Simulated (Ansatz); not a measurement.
Species: sum formula VO4H3 (charge 0, singlet). SMILES: [O]=[V]([OH])([OH])[OH]
Structure (B3LYP-D3(BJ)/def2-TZVP (Ansatz, an electronic-structure program) minimum search):
```xyz
8

V      0.0182     0.0138    -0.0175
O      1.0097     0.7667    -0.9735
O      0.9396    -0.8682     1.2192
H      1.9026    -0.8449     1.2419
O     -0.9570    -1.1352    -0.9584
H     -0.8429    -1.2314    -1.9103
O     -1.0541     1.1899     0.7722
H     -0.9834     2.1343     0.5948
```

CCSD(T) with Ansatz in growing basis sets, 32 correlated electrons. Correlated levels leave the core frozen unless marked. UHF or UKS for open shells. No spin-orbit coupling. The frozen core is the preceding noble-gas configuration, with the filled d and f shells of earlier blocks. Non-relativistic. Costs are ratios of core time to the smallest set, on shared machines of one kind, and rough; they hold the program's checks for lower states.

```tsv
basis	functions	cost over smallest	E(corr) (Eh)	electronic atomisation energy (kcal/mol)
def2-SVPD	150	1×	-1.1242	734.5
def2-TZVPPD	278	5×	?	?
```

Q: What does the step to def2-TZVPPD buy, and how does its cost grow by formal scaling?

A: Formally CCSD grows as o²v⁴ and (T) as o³v⁴; with o = 16 and v going from 121 to 249 both grow 18-fold in the last step, while integrals and the mean field grow more slowly. That step adds 197.7 mEh of correlation energy and 22.3 kcal/mol to the atomisation energy. Row: E(corr) (Eh) -1.3219, electronic atomisation energy (kcal/mol) 756.9.
